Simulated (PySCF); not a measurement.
Fill in the blanks.

C7H14N2Si.
SMILES: `CCCc1cncn1[SiH2]C`

Conformer (atom-mapped SMILES and torsion angles): `[CH3:1][CH2:2][CH2:3][c:4]1[cH:5][n:6][cH:7][n:8]1[SiH2:9][CH3:10]`: C1–C2–C3–C4 179°, C2–C3–C4–C5 -88°, C7–N8–Si9–C10 -98°.

| property | level | value |
| --- | --- | --- |
| point group of the GFN2-xTB geometry | GFN2-xTB | ? |
| rotational constants A, B, C of the GFN2-xTB geometry | GFN2-xTB | 1.286, 0.901, 0.601 GHz |
| dipole moment | PBE0/pcSseg-1 | ? |
| HOMO energy | PBE0/pcSseg-1 | -6.30 eV |
| LUMO energy | PBE0/pcSseg-1 | ? |
| 13C chemical shifts (computed TMS as zero) by class | GIAO PBE0/pcSseg-1 | ? |
| 1H chemical shifts (computed TMS as zero) by class | GIAO PBE0/pcSseg-1 | 7.16 (1 H), 7.15 (1 H), 5.18 (2 H), 2.56 (2 H), 1.56 (2 H), 1.10 (3 H), 0.40 (3 H) ppm |
| isotropic shieldings of nuclei other than C and H, by class | GIAO PBE0/pcSseg-1 | -46 (1 N), 82 (1 N), 382 (1 Si) ppm |

The electronic properties come from PySCF, for the isolated species, density fitting. NMR classes are plain means over equivalent atoms (diastereotopic ones count apart unless rotation or inversion swaps them), as if these changed places fast; in this geometry the members of some classes differ.

Question: What are the 13C chemical shifts (computed TMS as zero) by class?

Answer: 142.9 (1 C), 139.9 (1 C), 135.4 (1 C), 32.6 (1 C), 32.4 (1 C), 16.9 (1 C), -0.9 (1 C) ppm.

Question: The point group of the GFN2-xTB geometry?

Answer: C1.

Question: Give the LUMO energy.

Answer: 0.38 eV.

Question: Give the dipole moment.

Answer: 4.04 D.

A dipole of 4.04 D is allowed in C1, and pure rotational transitions are dipole-allowed. The dipole matches unit charges of opposite sign 0.84 Å apart (1 e·Å = 4.8032 D). The rotational constants make it an asymmetric top with κ = (2B − A − C)/(A − C) = -0.13, nearer the prolate limit (−1). With B = h/(8π²I), that is 505.379 GHz u Å² over I, the principal moments of inertia are 392.9, 561.2 and 840.5 u Å² (most abundant isotopes).

One conformer stands for the species.
